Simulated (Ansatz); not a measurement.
A ladder of methods for InNH2F2 (SMILES [NH2][In]([F])[F])

The species is InNH2F2 (6 atoms), meant as a singlet with charge 0. As SMILES, `[NH2][In]([F])[F]`. The shape was relaxed beforehand at r2SCAN/def2-SVP.

```tsv
atom	x (Å)	y (Å)	z (Å)
N	-0.2494	1.1735	-0.3057
In	0.2675	-0.7538	0.0392
F	1.8827	-1.2833	1.0001
F	-0.6316	-2.2775	-0.7868
H	0.0266	1.7917	0.4585
H	-1.2537	1.2854	-0.4514
```

Each level gives the dissociation energy of the F4–In2 bond into doublet F and doublet InNH2F (shapes relaxed at r2SCAN/def2-SVP, no zero-point term) (eV). The values are calculated.

| level | kind | program | value (eV) | less CCSD(T)/def2-SVP |
| --- | --- | --- | --- | --- |
| HF/def2-SVP (core potential) | Hartree–Fock | Ansatz | 3.04 | -1.42 |
| SVWN5/def2-SVP (core potential) | LDA | Ansatz | 5.42 | +0.96 |
| BLYP/def2-SVP (core potential) | GGA | Ansatz | 4.45 | -0.01 |
| PBE/def2-SVP (core potential) | GGA | Ansatz | 4.62 | +0.16 |
| B3LYP/def2-SVP (core potential) | global hybrid | Ansatz | 4.38 | -0.08 |
| B2PLYP/def2-SVP (core potential) | double hybrid | Ansatz | 4.53 | +0.07 |
| RPA@PBE/def2-SVP (core potential) | RPA | Ansatz | 3.88 | -0.58 |
| MP2/def2-SVP (core potential) | perturbation theory | Ansatz | 4.88 | +0.42 |
| CCSD(T)/def2-SVP (core potential) | coupled cluster or CI | Ansatz | 4.46 | 0.00 |

Differences are taken from CCSD(T)/def2-SVP (core potential) for orientation; it has basis-set and higher-order errors of its own. Spin-orbit coupling, which can split open shells on such heavy atoms by tenths of an eV, is left out. The values span 3.04 to 5.42 eV. Hartree–Fock misses the correlation of the electron pair that is broken and comes out low. Measured bond enthalpies also hold zero-point and thermal terms, a few tenths of an eV less. In the correlated wave-function rows the outer d shell of In is correlated, in sets not made for it.
